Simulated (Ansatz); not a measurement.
Worked example: hopping rate and mobility from the reorganisation energy

heptazine (C6H3N7), SMILES C12=NC=NC3N1C(N=CN=3)=NC=N2.

Geometry optimised at CAM-B3LYP-D3(BJ)/def2-SVP.

Four-point relaxation energies from CAM-B3LYP-D3(BJ)/def2-SVP run with Ansatz (a program for electronic structure), gas phase: hole: ion 44 meV, neutral 45 meV; electron: ion 62 meV, neutral 78 meV. Assume, for the exercise, a transfer integral of 80 meV, an outer reorganisation energy of 0 meV, equal site energies, a hop of 5.0 Å along one direction and 298.15 K (kT = 25.69 meV).

Find the Marcus rate and the mobility for each carrier.


k = (2π/ħ) t² (4π λ kT)^(−1/2) exp(−λ/4kT), ħ = 6.582×10⁻¹³ meV s; for a chain D = k a² and μ = e D/kT.
Hole: λ = 44 + 45 + 0 = 89 meV, barrier λ/4 = 22 meV, k = 1.5e14 s⁻¹, μ = 15 cm²/(V s).
Electron: λ = 62 + 78 + 0 = 140 meV, barrier λ/4 = 35 meV, k = 7.4e13 s⁻¹, μ = 7.2 cm²/(V s).
Where t approaches λ/2 the carrier no longer hops and the formula overstates localisation. Disorder and quantum modes are left out.
